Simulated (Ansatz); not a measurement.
Ansatz (a program for electronic structure) input (CCSD(T)/aug-cc-pV(T+d)Z):
A basis named .json is the Basis Set Exchange file of that set.

Ansatz 0.2 input:
```yaml
crystal:
  periodic: [false, false, false]
  atoms:
    - {symbol: C, position_ang: [2.22242757, -0.11295568, 0.59834966]}
    - {symbol: Si, position_ang: [0.72902125, 0.73914155, -0.24555323]}
    - {symbol: B, position_ang: [-1.10996466, -0.19951383, -0.15315773]}
    - {symbol: O, position_ang: [-2.16051410, 0.30209352, -0.69113380]}
    - {symbol: O, position_ang: [-1.02771962, -1.43846452, 0.57184791]}
    - {symbol: H, position_ang: [2.37830401, -1.10543917, 0.16749041]}
    - {symbol: H, position_ang: [3.15215896, 0.45503473, 0.49845091]}
    - {symbol: H, position_ang: [2.01891568, -0.25412109, 1.66306364]}
    - {symbol: H, position_ang: [1.18647520, 0.99072957, -1.65726339]}
    - {symbol: H, position_ang: [0.70703256, 2.12643199, 0.33790879]}
    - {symbol: H, position_ang: [-1.92805628, -1.79434646, 0.55807275]}
basis:
  gaussian:
    orbitals: aug-cc-pV_T+d_Z.json
total_charge: -1
magnetization: {spin_polarized: false}
correlation: {method: ccsd_t, electrons: outside_noble_gas}
```

End of the output:

```
integrals: 5.39 GiB planned
2169 factors; integrals over basis functions are off by at most 1.1e-3 eV
2.77 GiB of device memory are held for the factors and their scratch space
mean field: 2.60 GiB planned
mean field evaluation 1: about -13734.8489 eV, gradient 4.3e1 eV
mean field evaluation 2: about -13735.0160 eV, gradient 4.3e1 eV
mean field evaluation 4: about -13739.3776 eV, gradient 5.2e0 eV
mean field evaluation 8: about -13739.4806 eV, gradient 5.4e-1 eV
mean field evaluation 16: about -13739.4824 eV, gradient 1.8e-6 eV
mean field -13739.48240523 eV, -504.9166654367 hartree, gradient 1.8e-6 eV, S^2 0.000000; 0 other end points of the search recorded, 0 dependent functions left out
9 core orbitals not correlated
reference -13739.48240523 eV, -504.9166654367 hartree; 15, 15 occupied and 353, 353 virtual orbitals, 2169 factors
second order -25.12535910 eV of doubles, -0.00000000 eV of singles
coupled cluster: 34.79 GiB planned
cycle   1  -25.14891233 eV  change   -2.4e-2 eV  update   1.3e-1
cycle   2  -25.77819728 eV  change   -6.3e-1 eV  update   4.5e-2
cycle   3  -25.96973192 eV  change   -1.9e-1 eV  update   2.6e-2
cycle   4  -25.96304638 eV  change    6.7e-3 eV  update   7.8e-3
cycle   5  -25.95384260 eV  change    9.2e-3 eV  update   4.6e-3
cycle   6  -25.95472474 eV  change   -8.8e-4 eV  update   2.0e-3
cycle   7  -25.95541977 eV  change   -7.0e-4 eV  update   1.0e-3
cycle   8  -25.95506285 eV  change    3.6e-4 eV  update   5.0e-4
cycle   9  -25.95488111 eV  change    1.8e-4 eV  update   2.2e-4
cycle  10  -25.95511323 eV  change   -2.3e-4 eV  update   1.1e-4
cycle  11  -25.95507173 eV  change    4.1e-5 eV  update   4.9e-5
cycle  12  -25.95501729 eV  change    5.4e-5 eV  update   2.2e-5
cycle  13  -25.95501719 eV  change    1.0e-7 eV  update   9.6e-6
perturbative correction -1.11056481 eV, -0.0408125038 hartree
Total energy: -13766.54798723 eV, -505.9113072293 hartree
```

It need not be the lowest isomer of its formula. Whether it binds its extra electron was not tested at this geometry.
